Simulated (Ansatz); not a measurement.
Ideal-gas functions of C2H5ClSi (`[SiH3]/C=C/Cl`) at 298.15 K and 1 bar, from an Ansatz frequency run at PBE0-D4/def2-TZVP.

Molar mass 92.6 g/mol, point group Cs (symmetry number 1), electronic degeneracy 1, moments of inertia 15.181, 342.856, 352.202 u Å². Harmonic wavenumbers (cm⁻¹, unscaled): 139, 175, 182, 335, 613, 630, 793, 820, 833, 927, 932, 954, 988, 1193, 1316, 1646, 2224, 2225, 2233, 3169, 3203.

Use S(trans) = R[1.5 ln M + 2.5 ln T − 1.1517]; rotational temperatures θ = 24.2544 K / I; S(rot) = R[ln(√π/σ · √(T³/θAθBθC)) + 1.5]; for each mode x = 1.438777 ν̃/T, S = R[x/(eˣ − 1) − ln(1 − e⁻ˣ)] and H = RT x/(eˣ − 1); 1 cm⁻¹ = 0.0119627 kJ/mol; R = 8.31446 J/(mol·K).

Q: By hand: the entropy, in J/(mol·K).

A: Translation 165.3. Rotation: θ = 1.5977, 0.0707, 0.0689 K, giving 108.5. Vibration, mode by mode: 11.79, 9.96, 9.66, 5.17, 1.79, 1.68, 0.89, 0.80, 0.76, 0.52, 0.51, 0.47, 0.41, 0.18, 0.11, 0.03, 0.00, 0.00, 0.00, 0.00, 0.00, in all 44.7. Electronic 0.0. Sum 318.5 J/(mol·K).

Q: By hand: H − E and G − E in kJ/mol, counted from the electronic energy.

A: Zero-point energy ½ × 25530 × 0.0119627 = 152.7; thermal vibration 7.8; translation, rotation and pV give 4 RT = 9.9. H − E = 170.4 kJ/mol, and G − E = 170.4 − 298.15 × 318.5/1000 = 75.4 kJ/mol.

Vibration gives 14 % of the entropy, 11.8 J/(mol·K) of it from the mode under 150 cm⁻¹: soft modes count most, and the harmonic formula is weakest for them.
